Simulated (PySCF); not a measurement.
# C (carbon, neutral) across methods

[He] 2s2 2p2, high-spin 3P determinant. Computed with PySCF 2.14 in x2c-TZVPPall, with scalar relativity by spin-free X2C-1e.

```
   method  E (hartree)  mean ε 2s α (eV)  mean ε 2s β (eV)  mean ε 2p α (eV)  Σ⟨r²⟩ (bohr²)   ⟨S²⟩
      M06     -37.8429           -16.058           -13.251            -7.252          13.85  2.003
      PBE     -37.8115           -14.401           -11.852            -6.051          14.03  2.003
   r2SCAN     -37.8482           -15.206           -11.920            -6.546          13.84  2.006
      UHF    -37.70744           -22.566           -15.880           -11.937          13.73  2.010
      LDA     -37.4822           -14.343           -11.840            -6.091          14.17  2.003
     MN15     -37.8310           -16.922           -13.996            -8.159          14.07  2.002
BHandHLYP     -37.8630           -18.525           -14.533            -9.060          13.80  2.005
     PBE0     -37.8207           -16.585           -13.212            -7.624          13.88  2.004
```

(1) Estimate the same row for wB97X-V.

Answers

(1) E (hartree) = -37.8620; mean ε 2s α (eV) = -19.284; mean ε 2s β (eV) = -15.991; mean ε 2p α (eV) = -10.060; Σ⟨r²⟩ (bohr²) = 13.95; ⟨S²⟩ = 2.003.
